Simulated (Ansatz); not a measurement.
The cluster KF₂. Charge 0, multiplicity 2. Geometry PBE-D4/def2-TZVPD, that of the charge -1 singlet.

Cartesian coordinates in Å:
```
K -0.0028 0.0026 0.0005
F 1.2663 1.7578 -1.0380
F -1.2635 -1.7603 1.0375
```

The structure comes from a short search, and lower isomers may exist.

Q: Estimate the α-spin orbital energies around the gap (eV) in Ansatz with PBE-D4/def2-TZVPD, r2SCAN-D4/def2-TZVPD, PBE0-D4/def2-TZVPD.

A: 
```
orbital  PBE-D4/def2-TZVPD  r2SCAN-D4/def2-TZVPD  PBE0-D4/def2-TZVPD
 HOMO−5              -9.64                -10.24              -12.00
 HOMO−4              -9.28                 -9.89              -11.62
 HOMO−3              -8.29                 -8.76              -10.50
 HOMO−2              -8.29                 -8.76              -10.50
 HOMO−1              -8.25                 -8.73              -10.46
   HOMO              -8.25                 -8.73              -10.46
   LUMO              -1.24                 -0.50               -0.68
 LUMO+1               0.07                  0.45                0.34
 LUMO+2               0.07                  0.45                0.34
 LUMO+3               0.26                  0.69                0.58
 LUMO+4               1.01                  1.46                1.32
 LUMO+5               1.74                  2.37                2.17
 β HOMO              -7.90                 -7.75               -8.04
 β LUMO              -7.57                 -7.35               -6.79
```
